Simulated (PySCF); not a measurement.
C₄H₆ClF, SMILES C=CC[C@H](F)Cl.

Coordinates come from a B3LYP-D3(BJ)/def2-SVP optimisation. The structure was generated by enumeration; whether it is a known compound was not checked. Other conformers were not sampled.

Two levels are set side by side: TDA-PBE/def2-SVPD (PySCF) and TDA-CAM-B3LYP/def2-SVPD (PySCF). Vertical, same geometry. The lowest singlet is HOMO−1→LUMO 66 %, HOMO→LUMO 26 % with PBE and HOMO−1→LUMO 38 %, HOMO→LUMO 25 %, HOMO−1→LUMO+2 17 % with the other functional; states are paired by order. Differences are taken from unrounded values.

```csv
quantity,TDA-CAM-B3LYP
lowest singlet excitation (eV),7.27
lowest triplet excitation (TDA) (eV),4.32
first bright state (f over 0.05) (eV),7.27
its oscillator strength,0.08
```

**Question.** What does TDA-PBE give, and how far is it from TDA-CAM-B3LYP? (The exact figures need the calculation; the answer reports its results.)

**Answer.** 
```csv
quantity,TDA-PBE,TDA-PBE minus TDA-CAM-B3LYP
lowest singlet excitation (eV),5.99,-1.28
lowest triplet excitation (TDA) (eV),4.39,0.07
first bright state (f over 0.05) (eV),6.17,-1.10
its oscillator strength,0.06,-0.02
```

Functionals without exact exchange tend to place singlet excitations lower, as here. Differences between two approximate levels are no errors against the true value.

Rough cost on one machine, each run with all the roots and properties that it gave: TDA-CAM-B3LYP against TDA-PBE about 4 times.
